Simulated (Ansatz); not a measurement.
A first, cheap relaxation of C₂H₆AlBClN (`CB(Cl)[C](=N)[AlH2]`).

```yaml
crystal:
  periodic: [false, false, false]
  atoms:
    - {symbol: C, position_ang: [-0.161300, -1.038500, 1.548200]}
    - {symbol: B, position_ang: [0.893400, -0.204000, 0.709000]}
    - {symbol: Cl, position_ang: [2.591200, -0.144100, 1.353000]}
    - {symbol: C, position_ang: [0.628500, 0.540100, -0.646300]}
    - {symbol: N, position_ang: [1.488100, 1.146600, -1.285700]}
    - {symbol: Al, position_ang: [-1.288200, 0.516000, -1.394100]}
    - {symbol: H, position_ang: [-0.599400, -1.809300, 0.917000]}
    - {symbol: H, position_ang: [-0.985200, -0.282300, 1.823900]}
    - {symbol: H, position_ang: [0.244900, -1.413200, 2.493500]}
    - {symbol: H, position_ang: [1.309000, 1.646600, -2.132400]}
    - {symbol: H, position_ang: [-2.464100, -0.272900, -0.602200]}
    - {symbol: H, position_ang: [-1.579900, 1.259900, -2.749900]}
basis:
  gaussian: {orbitals: def2-SVP}
hamiltonian: {xc: pbe, dispersion: d4}
relax: {f_tol: 0.03, max_steps: 200}
```

```sh
$ ansatz run in.yaml --threads 4 --pin off --events-out ev --progress --plain --max-ram 10444MiB
```

Shortened log:

```
Functional definition: PBE
mean field -23433.08435167 eV, -861.1499664087 hartree, gradient 1.3e-5 eV, S^2 0.000000; 1 other end points of the search recorded, 0 dependent functions left out
relax step   1: F+E_penalty+E_count = -23433.38615644 eV  Δ(F+E_penalty+E_count) = +0.000e0 eV  max|allowed force component| = 4.881e0 eV/Å  Δτ_max = 0.0000 Å  (49 SCF iters, accepted)
mean field -23433.40340444 eV, -861.1616913820 hartree, gradient 2.2e-5 eV, S^2 0.000000; 0 other end points of the search recorded, 0 dependent functions left out
relax step   2: F+E_penalty+E_count = -23433.70418644 eV  Δ(F+E_penalty+E_count) = -3.180e-1 eV  max|allowed force component| = 1.896e0 eV/Å  Δτ_max = 0.1145 Å  (30 SCF iters, accepted)
mean field -23433.46001623 eV, -861.1637718266 hartree, gradient 2.3e-5 eV, S^2 0.000000; 0 other end points of the search recorded, 0 dependent functions left out
relax step   3: F+E_penalty+E_count = -23433.75939960 eV  Δ(F+E_penalty+E_count) = -5.521e-2 eV  max|allowed force component| = 7.490e-1 eV/Å  Δτ_max = 0.1181 Å  (30 SCF iters, accepted)
mean field -23433.51179932 eV, -861.1656748204 hartree, gradient 1.7e-5 eV, S^2 0.000000; 0 other end points of the search recorded, 0 dependent functions left out
relax step   4: F+E_penalty+E_count = -23433.81294947 eV  Δ(F+E_penalty+E_count) = -5.355e-2 eV  max|allowed force component| = 7.402e-1 eV/Å  Δτ_max = 0.2000 Å  (30 SCF iters, accepted)
mean field -23433.54135350 eV, -861.1667609162 hartree, gradient 1.0e-5 eV, S^2 0.000000; 0 other end points of the search recorded, 0 dependent functions left out
relax step   5: F+E_penalty+E_count = -23433.84276559 eV  Δ(F+E_penalty+E_count) = -2.982e-2 eV  max|allowed force component| = 1.042e-1 eV/Å  Δτ_max = 0.0460 Å  (32 SCF iters, accepted)
mean field -23433.54990096 eV, -861.1670750298 hartree, gradient 1.0e-5 eV, S^2 0.000000; 0 other end points of the search recorded, 0 dependent functions left out
relax step   6: F+E_penalty+E_count = -23433.85053227 eV  Δ(F+E_penalty+E_count) = -7.767e-3 eV  max|allowed force component| = 7.972e-2 eV/Å  Δτ_max = 0.1808 Å  (31 SCF iters, accepted)
mean field -23433.55863201 eV, -861.1673958899 hartree, gradient 1.4e-5 eV, S^2 0.000000; 0 other end points of the search recorded, 0 dependent functions left out
relax step   7: F+E_penalty+E_count = -23433.85839712 eV  Δ(F+E_penalty+E_count) = -7.865e-3 eV  max|allowed force component| = 2.917e-1 eV/Å  Δτ_max = 0.1943 Å  (29 SCF iters, accepted)
mean field -23433.56437178 eV, -861.1676068227 hartree, gradient 1.4e-5 eV, S^2 0.000000; 0 other end points of the search recorded, 0 dependent functions left out
relax step   8: F+E_penalty+E_count = -23433.86344479 eV  Δ(F+E_penalty+E_count) = -5.048e-3 eV  max|allowed force component| = 4.386e-1 eV/Å  Δτ_max = 0.1457 Å  (29 SCF iters, accepted)
mean field -23433.57222700 eV, -861.1678954965 hartree, gradient 2.0e-5 eV, S^2 0.000000; 0 other end points of the search recorded, 0 dependent functions left out
relax step   9: F+E_penalty+E_count = -23433.87110103 eV  Δ(F+E_penalty+E_count) = -7.656e-3 eV  max|allowed force component| = 5.346e-1 eV/Å  Δτ_max = 0.1292 Å  (30 SCF iters, accepted)
mean field -23433.58168267 eV, -861.1682429858 hartree, gradient 2.2e-5 eV, S^2 0.000000; 0 other end points of the search recorded, 0 dependent functions left out
relax step  10: F+E_penalty+E_count = -23433.88047581 eV  Δ(F+E_penalty+E_count) = -9.375e-3 eV  max|allowed force component| = 7.216e-1 eV/Å  Δτ_max = 0.1950 Å  (30 SCF iters, accepted)
mean field -23433.59353186 eV, -861.1686784358 hartree, gradient 2.4e-5 eV, S^2 0.000000; 0 other end points of the search recorded, 0 dependent functions left out
relax step  11: F+E_penalty+E_count = -23433.89149509 eV  Δ(F+E_penalty+E_count) = -1.102e-2 eV  max|allowed force component| = 7.617e-1 eV/Å  Δτ_max = 0.1958 Å  (29 SCF iters, accepted)
mean field -23433.60372474 eV, -861.1690530172 hartree, gradient 1.2e-5 eV, S^2 0.000000; 0 other end points of the search recorded, 0 dependent functions left out
relax step  12: F+E_penalty+E_count = -23433.90148661 eV  Δ(F+E_penalty+E_count) = -9.992e-3 eV  max|allowed force component| = 6.737e-1 eV/Å  Δτ_max = 0.1337 Å  (30 SCF iters, accepted)
mean field -23433.61499033 eV, -861.1694670199 hartree, gradient 8.5e-6 eV, S^2 0.000000; 0 other end points of the search recorded, 0 dependent functions left out
relax step  13: F+E_penalty+E_count = -23433.91250696 eV  Δ(F+E_penalty+E_count) = -1.102e-2 eV  max|allowed force component| = 5.525e-1 eV/Å  Δτ_max = 0.0934 Å  (31 SCF iters, accepted)
mean field -23433.62876087 eV, -861.1699730778 hartree, gradient 1.1e-5 eV, S^2 0.000000; 0 other end points of the search recorded, 0 dependent functions left out
relax step  14: F+E_penalty+E_count = -23433.92648317 eV  Δ(F+E_penalty+E_count) = -1.398e-2 eV  max|allowed force component| = 2.291e-1 eV/Å  Δτ_max = 0.1534 Å  (30 SCF iters, accepted)
mean field -23433.63891266 eV, -861.1703461492 hartree, gradient 2.3e-5 eV, S^2 0.000000; 0 other end points of the search recorded, 0 dependent functions left out
relax step  15: F+E_penalty+E_count = -23433.93670853 eV  Δ(F+E_penalty+E_count) = -1.023e-2 eV  max|allowed force component| = 2.270e-1 eV/Å  Δτ_max = 0.1950 Å  (30 SCF iters, accepted)
mean field -23433.64761509 eV, -861.1706659577 hartree, gradient 1.1e-5 eV, S^2 0.000000; 0 other end points of the search recorded, 0 dependent functions left out
relax step  16: F+E_penalty+E_count = -23433.94568883 eV  Δ(F+E_penalty+E_count) = -8.980e-3 eV  max|allowed force component| = 3.077e-1 eV/Å  Δτ_max = 0.1793 Å  (30 SCF iters, accepted)
mean field -23433.65274757 eV, -861.1708545729 hartree, gradient 8.0e-6 eV, S^2 0.000000; 0 other end points of the search recorded, 0 dependent functions left out
relax step  17: F+E_penalty+E_count = -23433.95101784 eV  Δ(F+E_penalty+E_count) = -5.329e-3 eV  max|allowed force component| = 2.878e-1 eV/Å  Δτ_max = 0.1396 Å  (30 SCF iters, accepted)
[...]
mean field -23433.74647295 eV, -861.1742989172 hartree, gradient 1.1e-5 eV, S^2 0.000000; 0 other end points of the search recorded, 0 dependent functions left out
relax step  31: F+E_penalty+E_count = -23434.04940431 eV  Δ(F+E_penalty+E_count) = -8.030e-3 eV  max|allowed force component| = 2.699e-1 eV/Å  Δτ_max = 0.1938 Å  (31 SCF iters, accepted)
mean field -23433.75652607 eV, -861.1746683623 hartree, gradient 1.2e-5 eV, S^2 0.000000; 0 other end points of the search recorded, 0 dependent functions left out
relax step  32: F+E_penalty+E_count = -23434.05928787 eV  Δ(F+E_penalty+E_count) = -9.884e-3 eV  max|allowed force component| = 2.894e-1 eV/Å  Δτ_max = 0.1963 Å  (30 SCF iters, accepted)
mean field -23433.77328112 eV, -861.1752840990 hartree, gradient 8.5e-6 eV, S^2 0.000000; 0 other end points of the search recorded, 0 dependent functions left out
relax step  33: F+E_penalty+E_count = -23434.07635588 eV  Δ(F+E_penalty+E_count) = -1.707e-2 eV  max|allowed force component| = 2.798e-1 eV/Å  Δτ_max = 0.1905 Å  (29 SCF iters, accepted)
mean field -23433.79618748 eV, -861.1761258922 hartree, gradient 9.1e-6 eV, S^2 0.000000; 0 other end points of the search recorded, 0 dependent functions left out
relax step  34: F+E_penalty+E_count = -23434.09999805 eV  Δ(F+E_penalty+E_count) = -2.364e-2 eV  max|allowed force component| = 2.863e-1 eV/Å  Δτ_max = 0.1947 Å  (30 SCF iters, accepted)
mean field -23433.82800959 eV, -861.1772953332 hartree, gradient 1.0e-5 eV, S^2 0.000000; 0 other end points of the search recorded, 0 dependent functions left out
relax step  35: F+E_penalty+E_count = -23434.13342362 eV  Δ(F+E_penalty+E_count) = -3.343e-2 eV  max|allowed force component| = 2.433e-1 eV/Å  Δτ_max = 0.1946 Å  (30 SCF iters, accepted)
mean field -23433.85007377 eV, -861.1781061770 hartree, gradient 1.4e-5 eV, S^2 0.000000; 0 other end points of the search recorded, 0 dependent functions left out
relax step  36: F+E_penalty+E_count = -23434.15686801 eV  Δ(F+E_penalty+E_count) = -2.344e-2 eV  max|allowed force component| = 2.396e-1 eV/Å  Δτ_max = 0.1960 Å  (29 SCF iters, accepted)
mean field -23433.84964777 eV, -861.1780905217 hartree, gradient 1.3e-5 eV, S^2 0.000000; 0 other end points of the search recorded, 0 dependent functions left out
relax step  37: F+E_penalty+E_count = -23434.15704066 eV  Δ(F+E_penalty+E_count) = -1.726e-4 eV  max|allowed force component| = 2.402e-1 eV/Å  Δτ_max = 0.1956 Å  (30 SCF iters, accepted)
mean field -23433.80563352 eV, -861.1764730280 hartree, gradient 1.9e-5 eV, S^2 0.000000; 0 other end points of the search recorded, 0 dependent functions left out
relax step  38: F+E_penalty+E_count = -23434.11238338 eV  Δ(F+E_penalty+E_count) = +4.466e-2 eV  max|allowed force component| = 7.873e-1 eV/Å  Δτ_max = 0.2000 Å  (36 SCF iters, rejected (line search))
mean field -23433.86289458 eV, -861.1785773330 hartree, gradient 1.1e-5 eV, S^2 0.000000; 0 other end points of the search recorded, 0 dependent functions left out
relax step  39: F+E_penalty+E_count = -23434.16965614 eV  Δ(F+E_penalty+E_count) = -1.262e-2 eV  max|allowed force component| = 2.317e-1 eV/Å  Δτ_max = 0.0755 Å  (30 SCF iters, accepted)
mean field -23433.86925621 eV, -861.1788111187 hartree, gradient 9.4e-6 eV, S^2 0.000000; 0 other end points of the search recorded, 0 dependent functions left out
relax step  40: F+E_penalty+E_count = -23434.17635081 eV  Δ(F+E_penalty+E_count) = -6.695e-3 eV  max|allowed force component| = 8.682e-2 eV/Å  Δτ_max = 0.1000 Å  (31 SCF iters, accepted)
mean field -23433.87170848 eV, -861.1789012380 hartree, gradient 2.0e-5 eV, S^2 0.000000; 0 other end points of the search recorded, 0 dependent functions left out
relax step  41: F+E_penalty+E_count = -23434.17853797 eV  Δ(F+E_penalty+E_count) = -2.187e-3 eV  max|allowed force component| = 6.325e-2 eV/Å  Δτ_max = 0.0958 Å  (31 SCF iters, accepted)
mean field -23433.87377929 eV, -861.1789773388 hartree, gradient 2.1e-5 eV, S^2 0.000000; 0 other end points of the search recorded, 0 dependent functions left out
relax step  42: F+E_penalty+E_count = -23434.18051361 eV  Δ(F+E_penalty+E_count) = -1.976e-3 eV  max|allowed force component| = 1.747e-2 eV/Å  Δτ_max = 0.0744 Å  (30 SCF iters, accepted)
mean field -23433.87485290 eV, -861.1790167933 hartree, gradient 8.3e-6 eV, S^2 0.000000; 0 other end points of the search recorded, 0 dependent functions left out
relax step  43: F+E_penalty+E_count = -23434.18123216 eV  Δ(F+E_penalty+E_count) = -7.185e-4 eV  max|allowed force component| = 8.860e-2 eV/Å  Δτ_max = 0.0899 Å  (31 SCF iters, accepted)
mean field -23433.87518894 eV, -861.1790291425 hartree, gradient 2.0e-5 eV, S^2 0.000000; 0 other end points of the search recorded, 0 dependent functions left out
relax step  44: F+E_penalty+E_count = -23434.18165457 eV  Δ(F+E_penalty+E_count) = -4.224e-4 eV  max|allowed force component| = 4.789e-2 eV/Å  Δτ_max = 0.0057 Å  (32 SCF iters, accepted)
mean field -23433.87540443 eV, -861.1790370616 hartree, gradient 2.0e-5 eV, S^2 0.000000; 0 other end points of the search recorded, 0 dependent functions left out
relax step  45: F+E_penalty+E_count = -23434.18195778 eV  Δ(F+E_penalty+E_count) = -3.032e-4 eV  max|allowed force component| = 1.367e-2 eV/Å  Δτ_max = 0.0213 Å  (31 SCF iters, accepted)
mean field -23433.87555820 eV, -861.1790427124 hartree, gradient 2.0e-5 eV, S^2 0.000000; 0 other end points of the search recorded, 0 dependent functions left out
relax step  46: F+E_penalty+E_count = -23434.18202798 eV  Δ(F+E_penalty+E_count) = -7.021e-5 eV  max|allowed force component| = 3.631e-2 eV/Å  Δτ_max = 0.0487 Å  (29 SCF iters, accepted)
mean field -23433.87577802 eV, -861.1790507909 hartree, gradient 2.0e-5 eV, S^2 0.000000; 0 other end points of the search recorded, 0 dependent functions left out
relax step  47: F+E_penalty+E_count = -23434.18225749 eV  Δ(F+E_penalty+E_count) = -2.295e-4 eV  max|allowed force component| = 2.342e-2 eV/Å  Δτ_max = 0.0168 Å  (31 SCF iters, accepted)
mean field -23433.87577802 eV, -861.1790507909 hartree, gradient 2.2e-5 eV, S^2 0.000000; 1 other end points of the search recorded, 0 dependent functions left out
Total energy: -23434.18230279 eV, -861.1903153683 hartree
Atom 0 at     0.706377    -1.354173     1.503509 Å, force    -0.011195    -0.001769    -0.007428 eV/Å
Atom 1 at     0.149617    -0.173653     0.671103 Å, force    -0.002666     0.010964     0.023417 eV/Å
Atom 2 at    -0.565137     1.301612     1.502527 Å, force     0.006397    -0.009337    -0.004383 eV/Å
Atom 3 at     0.017552     0.032589    -0.886223 Å, force    -0.000782     0.019680    -0.005171 eV/Å
Atom 4 at     0.558393    -0.895115    -1.621503 Å, force     0.001848    -0.018477     0.003978 eV/Å
Atom 5 at    -0.968420     1.795560    -1.080728 Å, force    -0.003927    -0.004249     0.002526 eV/Å
Atom 6 at     1.269992    -2.042795     0.843119 Å, force     0.001071    -0.002266     0.005054 eV/Å
Atom 7 at    -0.150118    -1.922589     1.933782 Å, force     0.010905     0.007010     0.000399 eV/Å
Atom 8 at     1.330116    -1.035154     2.363461 Å, force    -0.005704    -0.001733    -0.008855 eV/Å
Atom 9 at     0.431328    -0.687707    -2.634406 Å, force    -0.000654     0.010316    -0.007617 eV/Å
Atom 10 at    -2.568270     1.787810    -1.203914 Å, force     0.001927    -0.004602    -0.002096 eV/Å
Atom 11 at    -0.134432     3.138516    -1.356727 Å, force     0.002781    -0.005537     0.000175 eV/Å
Dipole moment:     0.081042    -0.208542     0.189691 e Å
```

Run time 63 s (4 threads of an Arm Neoverse V2 on a shared host); peak host memory 0.19 GiB.
